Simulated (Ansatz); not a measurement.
Mulliken charges of H4SeSi2, SMILES `[SiH2]1[SiH2][Se]1` from B3LYP/def2-TZVPP in Ansatz (PBE0-D4/def2-TZVP geometry).

| atom | x (Å) | y (Å) | z (Å) | charge (e) |
| --- | --- | --- | --- | --- |
| Si1 | -0.974 | -0.223 | -0.531 | 0.200 |
| Si2 | 0.971 | -0.027 | 0.594 | 0.200 |
| Se3 | 0.167 | 1.765 | -0.590 | -0.232 |
| H4 | -1.057 | -0.943 | -1.823 | -0.042 |
| H5 | -2.283 | -0.180 | 0.163 | -0.042 |
| H6 | 1.006 | 0.151 | 2.064 | -0.042 |
| H7 | 2.231 | -0.612 | 0.077 | -0.042 |

Question: By hand: the dipole of these point charges (1 e Å = 4.8032 D).

Answer: Σ q r = (-0.035, -0.393, 0.129) e Å, of length 0.415 e Å = 1.99 D.

Question: How does the dipole of the full density compare? (Estimate.)

Answer: Ansatz gave: (-0.026, -0.288, 0.095) e Å, 1.46 D; the point charges give 1.36 times that, at 0° from its direction.

Point charges leave out the atoms' own dipoles, such as those of lone pairs, and Mulliken's split depends on the basis, so the two needn't agree.

B3LYP here is the variant with VWN-RPA as its local correlation; programs differ in this.
